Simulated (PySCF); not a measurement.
Zn(Me)(OH) (CH4OZn), SMILES [CH3][Zn][OH]. Atoms are numbered in the order given.

```xyz
7

Zn     0.0012    -0.0342     0.0231
C     -0.1799     1.6766    -0.8296
H     -0.9363     2.2805    -0.3242
H     -0.4808     1.5545    -1.8720
H      0.7658     2.2216    -0.8057
O      0.2259    -1.6604     0.7113
H     -0.1130    -1.8080     1.5950
```

Geometry: PBE0-D3(BJ)/def2-TZVP. The isomer is the one that the SMILES or the coordinates give; other isomers of the formula were not compared. The values are those of a single conformer.

The numbers are results of PySCF with PBE0-D3(BJ)/def2-TZVP, not measurements.

Frequencies are harmonic and unscaled.

| mode | ν (cm⁻¹) | IR (km/mol) | moving atoms (share of kinetic energy) |
|---|---|---|---|
| 1 | 16 | 90.9 | H 85 %, O 13 % |
| 2 | 151 | 8.9 | Zn 31 %, O 30 %, H 21 %, C 19 % |
| 3 | 155 | 0.4 | Zn 30 %, H 27 %, O 25 %, C 18 % |
| 4 | 544 | 2.3 | C 58 %, O 25 %, H 15 % |
| 5 | 675 | 106.9 | H 61 %, O 24 % |
| 6 | 702 | 46.9 | O 34 %, H 34 %, Zn 21 %, C 10 % |
| 7 | 712 | 35.0 | H 81 %, C 17 % |
| 8 | 741 | 56.8 | H 82 % |
| 9 | 1208 | 1.5 | H 81 %, C 18 % |
| 10 | 1450 | 0.8 | H 95 % |
| 11 | 1450 | 0.6 | H 95 % |
| 12 | 3055 | 9.2 | H 97 % |
| 13 | 3142 | 6.5 | H 91 %, C 9 % |
| 14 | 3143 | 6.6 | H 91 %, C 9 % |
| 15 | 3920 | 46.0 | H 94 % |
